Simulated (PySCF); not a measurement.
# Simulated characterisation data

Theoretical values (PySCF 2.14): geometry from GFN2-xTB, shieldings: GIAO PBE0/pcSseg-1. No solvent, one computed conformer, relativity neglected, equivalent nuclei averaged.

Shifts are taken against calculated references (same method and geometry level): 1H (31.72 ppm) and 13C (186.93 ppm) vs TMS. Splittings of carbon signals by F and P are missing where no couplings were computed. Where no couplings were computed, multiplicities follow the n + 1 count of equivalent neighbours, and m marks all less simple cases (inequivalent or close neighbours, rings, F or P nearby). Shifts are as computed. Against solution values, carbons near 30 ppm lie about +3 ppm off and those near 130 ppm about +5 ppm. Of 1313 compounds with measured shifts, 239 miss one by over three times the rms of a fit or turn the order of signals round; such compounds aren't used in these exercises. OH and NH positions are gas-phase values without hydrogen bonding to other molecules.

Compound 1 (C7H6FN). 1H NMR (400 MHz, computed): δ 7.14 (m, 1H), 6.67 (m, 1H), 6.28 (m, 1H), 1.62 (m, 3H). 13C{1H} NMR (computed): δ 163.6, 151.3, 137.6, 123.2, 120.0, 106.5, 23.3. Structure: `C[C@@]1(F)C=CC(C#N)=C1`.

Compound 2 (C5H8F3N). 1H NMR (400 MHz, computed): δ 3.32 (m, 1H), 2.59 (s, 3H), 1.44 (d, 3H), 0.42 (br s, 1H). 13C{1H} NMR (computed): δ 167.2 (C), 136.2 (C), 56.8 (CH), 36.4 (CH3), 20.6 (CH3). Structure: `CN[C@H](C)C(F)=C(F)F`.
